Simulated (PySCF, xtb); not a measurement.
CH8SSi2, SMILES [SiH3]S[SiH2]C.

GFN2-xTB in xtb 6.7.1 at its own geometry gives an orbital gap of 4.46 eV and a dipole moment of 3.18 D.

Geometry: B3LYP-D3(BJ)/def2-SVP. Other conformers were not sampled.

### Question
What does PBE/def2-TZVP run with PySCF give? (An estimate is asked for; the answer gives what the named calculation found.)

### Answer
gap 5.29 eV (levels -6.16 and -0.87 eV), dipole 1.51 D.
